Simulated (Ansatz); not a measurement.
Abridged output of a molecular run in Ansatz:

```
Functional definition: HF
1684 factors; integrals over basis functions are off by at most 1.1e-3 eV
mean field evaluation 1: about -12573.8735 eV, gradient 4.5e1 eV
mean field evaluation 2: about -12574.1548 eV, gradient 4.5e1 eV
mean field evaluation 4: about -12579.1751 eV, gradient 5.1e0 eV
mean field evaluation 8: about -12579.2661 eV, gradient 3.0e-1 eV
mean field evaluation 16: about -12579.2665 eV, gradient 2.7e-6 eV
mean field -12579.26654166 eV, -462.2795188729 hartree, gradient 2.7e-6 eV, S^2 0.000000; 0 other end points of the search recorded, 0 dependent functions left out
9 core orbitals not correlated: weight in the atoms' cores, before any rotation towards them, 1.000 or more for the frozen orbitals, at most 0.000 for the correlated occupied ones
reference -12579.26654166 eV, -462.2795188729 hartree; 15, 15 occupied and 268, 268 virtual orbitals, 1684 factors
second order -23.28274559 eV of doubles, -0.00000000 eV of singles
cycle   1  -23.93155237 eV  change   -6.5e-1 eV  update   1.0e-1
cycle   2  -24.51450178 eV  change   -5.8e-1 eV  update   2.9e-2
cycle   3  -24.62415882 eV  change   -1.1e-1 eV  update   1.4e-2
cycle   4  -24.61698509 eV  change    7.2e-3 eV  update   3.7e-3
cycle   5  -24.61686437 eV  change    1.2e-4 eV  update   2.0e-3
cycle   6  -24.61712250 eV  change   -2.6e-4 eV  update   6.7e-4
cycle   7  -24.61682436 eV  change    3.0e-4 eV  update   2.8e-4
cycle   8  -24.61683575 eV  change   -1.1e-5 eV  update   9.1e-5
cycle   9  -24.61685396 eV  change   -1.8e-5 eV  update   3.2e-5
perturbative correction -1.02668829 eV, -0.0377300988 hartree
Total energy: -12604.91008391 eV, -463.2219016689 hartree
```

Its atoms:

```xyz
14

C     1.7191    0.8735    0.0969
C     0.9850   -0.2714   -0.5461
N     0.4845   -1.3231    0.3987
Si   -0.8170   -0.6101   -0.4792
C    -2.0646    0.3726    0.4801
H     1.1677    1.2637    0.9550
H     2.7041    0.5572    0.4572
H     1.8646    1.6906   -0.6149
H     1.4911   -0.6621   -1.4320
H     0.8469   -2.2551    0.2630
H    -1.4106   -1.3556   -1.6187
H    -1.5715    0.9371    1.2731
H    -2.5948    1.0712   -0.1718
H    -2.8044   -0.2886    0.9388
```

Q: Which basis set was used?
A. def2-TZVPP
B. def2-TZVPPD
C. def2-SVP
D. def2-QZVPP

A: A. It gives 292 functions.

Q: Write the keys of the input that set method, charge and spin (a neutral closed shell needs none for the last two).

A: 
```yaml
correlation: {method: ccsd_t}
```
